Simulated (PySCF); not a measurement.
**Löwdin shares of the frontier orbitals**

C7H6NPS.
Cartesian coordinates in Å at the PBE0-D3(BJ)/def2-SVP level; atoms count from 1:
```xyz
16
C7H6NPS angstrom
C     -2.553   -0.823   -0.085
S     -1.704    0.750   -0.284
C     -0.004    0.326   -0.149
C      0.438   -0.987    0.066
C      1.780   -1.335    0.177
C      2.835   -0.431    0.088
P      2.661    1.267   -0.173
C      0.916    1.396   -0.269
C      0.415    2.716   -0.489
N      0.032    3.798   -0.668
H     -2.373   -1.268    0.904
H     -3.621   -0.579   -0.170
H     -2.293   -1.536   -0.881
H     -0.299   -1.785    0.154
H      2.011   -2.392    0.345
H      3.856   -0.810    0.190
```

Method: TDDFT CAM-B3LYP/def2-SVPD, vertical, gas phase, core orbitals frozen in the response in PySCF.

Kohn–Sham orbitals with the atoms that hold most of them (Löwdin shares over 4%, at most four atoms; ? is withheld):

```tsv
orbital	ε (eV)	atoms
HOMO-3	-10.26	S2 21%, C6 18%, C3 17%, C5 11%
HOMO-2	-9.77	P7 61%, C8 12%, C6 11%, C5 4%
HOMO-1	-8.84	?
HOMO	-8.00	?
LUMO	-1.36	P7 30%, C8 17%, C4 11%, C5 11%
LUMO+1	-0.61	C3 20%, C6 19%, P7 12%, C5 12%
LUMO+2	0.76	S2 35%, C1 15%, H13 8%, H11 8%
```

(1) Give the leading atoms of the HOMO.

(2) Which atoms hold the HOMO-1, and with what shares?

(3) The HOMO–LUMO gap is 6.64 eV. Where does the response calculation put the lowest singlet, and from which orbitals?

(4) One configuration dominates each of S1, S3 and S7. Which, and how do the shares of the two leading atoms of either orbital change from the occupied to the empty one?

Results:

(1) S2 (bonded to 2 C) 44%; C6 (bonded to C, P and H) 12%; C3 (bonded to 2 C and S) 10%; C4 (bonded to 2 C and H) 8%. By element: sulfur 44%, carbon 30% or more.

(2) P7 (bonded to 2 C) 22%; C8 (bonded to 2 C and P) 20%; C4 (bonded to 2 C and H) 13%; N10 (bonded to C) 12%. By element: carbon 33% or more, phosphorus 22%, nitrogen 12%.

(3) S1 is at 3.90 eV (f = 0.040), 2.74 eV below the gap, made of HOMO→LUMO (90%). 

(4) 
- S1 (3.90 eV, f 0.040), HOMO→LUMO (90%): S2 44% → at most 11%, C6 12% → at most 11%, P7 at most 8% → 30%, C8 at most 8% → 17%
- S3 (4.91 eV, f 0.014), HOMO-2→LUMO (98%): P7 61% → 30%, C8 12% → 17%
- S7 (5.72 eV, f 0.0026), HOMO-2→LUMO+1 (70%): P7 61% → 12%, C8 12% → at most 12%, C3 at most 5% → 20%, C6 11% → 19%

One conformer stands for the species.
